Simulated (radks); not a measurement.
Sr XX, configuration [Ar] 3d1. All-electron calculation, scalar-relativistic Kohn-Sham, BLYP, spin-polarised, spherical densities, finite nucleus; open shells are filled with parallel spins first (spin-orbit coupling, left out, can overturn this in heavy ions); Fermi nuclear charge, rms radius 4.224 fm. Program: a radial shooting solver on a logarithmic mesh with Libxc functionals.

Unscreened Slater integrals over Kohn-Sham orbitals (cm^-1). They are taken over the spin-up orbitals. Empty in this configuration: 4s.

\begin{tabular}{lr}
integral & value \\ \hline
F0(3d,3d) & 499180 \\
F2(3d,3d) & 254860 \\
F4(3d,3d) & 164090 \\
F0(3d,3p) & 469400 \\
F2(3d,3p) & 228040 \\
G1(3d,3p) & 252770 \\
G3(3d,3p) & 166200 \\
F0(3d,3s) & 464390 \\
G2(3d,3s) & 191400 \\
F0(3d,2p) & 640660 \\
F2(3d,2p) & 179040 \\
G1(3d,2p) & 159630 \\
G3(3d,2p) & 91706 \\
F0(3d,4s) & 273980 \\
G2(3d,4s) & 25725 \\
F0(3p,3p) & 451670 \\
F2(3p,3p) & 228300 \\
F0(3p,3s) & 446970 \\
G1(3p,3s) & 292880 \\
F0(3p,2p) & 601360 \\
F2(3p,2p) & 143780 \\
G0(3p,2p) & 57146 \\
G2(3p,2p) & 61978 \\
F0(3p,4s) & 269770 \\
G1(3p,4s) & 26991 \\
F0(3s,3s) & 443310 \\
F0(3s,2p) & 583080 \\
G1(3s,2p) & 56656 \\
F0(3s,4s) & 268780 \\
G0(3s,4s) & 20356 \\
F0(2p,2p) & 1339200 \\
F2(2p,2p) & 634900 \\
F0(2p,4s) & 306970 \\
G1(2p,4s) & 15315 \\
F0(4s,4s) & 218390 \\
\end{tabular}

Derived for the open shells (J is the average intra-shell exchange parameter used in DFT+U). 3d: Racah B = F2/49 - 5 F4/441 = 3341 cm^-1, C = 35 F4/441 = 13020 cm^-1, C/B = 3.90, F4/F2 = 0.644, J = (F2 + F4)/14 = 29930 cm^-1.
